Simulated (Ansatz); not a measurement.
Relaxation of C3H5AlFNS (12 atoms, charge 0, multiplicity 1), to a largest force component of 0.02 eV/Å in at most 40 steps.

Computed with Ansatz 0.2.0, RKS PBE-D4/STO-3G.

```xyz
12
Properties=species:S:1:pos:R:3
C 0.091 -2.998 1.360
C 0.105 -1.810 0.982
C 0.158 -0.411 0.523
N -0.709 -0.167 -0.531
Al -0.764 1.664 -1.073
F -2.268 2.673 -0.934
S 1.184 2.619 -1.789
H 0.022 -3.943 1.663
H -0.025 0.257 1.453
H 1.226 -0.210 0.200
H -0.495 -0.721 -1.350
H 1.551 2.990 -0.470
```

Task: Where does it end, and by what steps?

Result: The forces met the threshold. Limits of this set-up: minimal basis. After 38 steps the energy has fallen by 2.266 eV; S7 moved furthest, 2.84 Å. The start is strongly strained (largest force component 8 eV/Å).

```tsv
step	energy less start (eV)	largest force component (eV/Å)	accepted
0	0.0000	8.299	yes
2	-1.5404	0.771	yes
4	-1.6039	0.316	yes
6	-1.7291	1.081	yes
8	-1.9201	0.725	yes
10	-2.0301	0.510	yes
12	-2.0672	1.336	yes
14	-2.0854	1.277	no
16	-2.1152	0.213	yes
18	-2.1250	0.214	yes
20	-2.1377	0.685	yes
22	-2.1588	0.486	yes
24	-2.1935	0.262	yes
26	-2.2156	0.334	yes
28	-2.2359	0.213	yes
30	-2.2489	0.235	yes
32	-2.2575	0.308	yes
34	-2.2649	0.041	yes
36	-2.2661	0.052	yes
38	-2.2664	0.011	yes
```

```xyz
12
Properties=species:S:1:pos:R:3
C -0.280 -1.779 1.761
C 0.318 -1.323 0.806
C 0.923 -0.682 -0.426
N -0.069 0.025 -1.294
Al -0.956 1.470 -0.726
F -2.332 1.829 -1.547
S -0.146 2.783 0.720
H -0.796 -2.194 2.621
H 1.700 0.048 -0.090
H 1.459 -1.473 -1.007
H -0.651 -0.714 -1.772
H 0.909 1.955 0.988
```

Time of the run: 71 s on 1 thread of Intel(R) Xeon(R) 6975P-C (Granite Rapids), on a shared host, peak memory 0.18 GiB.
